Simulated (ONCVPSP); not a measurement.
**Before and after: ONCV potential for N (Z = 7)**

ONCVPSP 4.0.1 input, shortened (lines: element, Z, core and valence counts, functional; n l f; lmax; l rc ep ncon nbas qcut; lloc lpopt rc5 dvloc0; l nproj debl; icmod fcfact rcfact), PBE, scalar-relativistic:

```
  N 7.00    1    2        4      upf
    1    0    2.00
    2    0    2.00
    2    1    1.00
    1
    0    0.80    0.00    4    9   10.40
    1    1.65    0.00    4    9    9.90
    0    5    0.80    0.00
    0    0    1.20
    1    3    2.60
    3    5.75    1.65
```

Change: core correction none.

Cutoffs: the cutoffs (Ha) at which the residual kinetic energy of the hardest occupied pseudo-wave falls to 1 and 0.1 mHa per electron; they do not see the model core or the augmentation charge, which bear on the density cutoff. Errors are all-electron minus pseudo energies relative to the spin-unpolarised reference configuration.

Question: Predict the effect on cutoff, ghosts and configuration errors.

Answer: The potential gets neither clearly harder nor softer (33 Ha and 41 Ha → 33 Ha and 41 Ha); of the 4 tests that both files solve, the error grows in 3 and shrinks in 0 by more than 15 % and 0.3 meV (median size 136.9 → 163.9 meV); neither file shows a bound ghost. Exchange and correlation are not linear in the density, so unscreening with the valence charge alone errs where core and valence overlap; a model core restores that term.

```tsv
quantity	base	changed
cutoff, loose	33 Ha	33 Ha
cutoff, tight	41 Ha	41 Ha
bound ghosts	none	none
GHOST(+) flags under 300 eV	none	none
error for 2s2 2p3, meV [ΔE -42.44 eV]	+142	+160
error for 2s2 2p2, meV [ΔE -28.85 eV]	+62	+72
error for 2s2 2p0, meV [ΔE 47.08 eV]	+147	+201
error for 2s1 2p3, meV [ΔE -17.07 eV]	+132	+168
s: phases at 0.81 bohr within 0.05 rad from the reference energy up to (Ha; the scan ends near 5)	to the end of the scan	to the end of the scan
p: phases at 1.68 bohr within 0.05 rad from the reference energy up to (Ha; the scan ends near 5)	to the end of the scan	to the end of the scan
```
